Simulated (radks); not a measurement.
Results of a calculation; reference values are marked as such.
Fractional charge and spin in the 5p shell of promethium: the spin-up occupation runs from 2 to 3 and the spin-down occupation from 2 to 3; the fullest corner is Pm+, [Kr] 4d10 4f(up 2.5, down 2.5) 5s2 6s(up 0.5, down 0.5) 5p(up 3, down 3). Code: a radial shooting solver on a logarithmic mesh with Libxc functionals. Model: scalar-relativistic Kohn-Sham, PBE, spin-polarised, spherical densities, point nucleus. Energy (eV) above the fullest corner. The planes named below are the two flat planes that join the four corners, with an edge along up + down = one added electron.

down \ up,2,2.25,2.5,2.75,3
2,80.141,67.503,55.607,44.445,34.006
2.25,67.503,55.663,44.554,34.166,24.486
2.5,55.607,44.554,34.219,24.590,15.654
2.75,44.445,34.166,24.590,15.705,7.498
3,34.006,24.486,15.654,7.498,0.000

Corners above the fullest one (they belong to Pm2+ and the next ion): (up 3, down 2) 34.006 eV, (up 2, down 3) 34.006 eV, (up 2, down 2) 80.141 eV. With half an added electron in each spin the energy lies 0.213 eV from the planes, and with half an added electron in spin up alone -1.466 eV. The planes are only a guide here: the flat-plane condition holds for ground states with one frontier orbital, while this shell lies below other occupied shells, so the corners above the fullest one are inner-hole states and not the ground states of those ions.
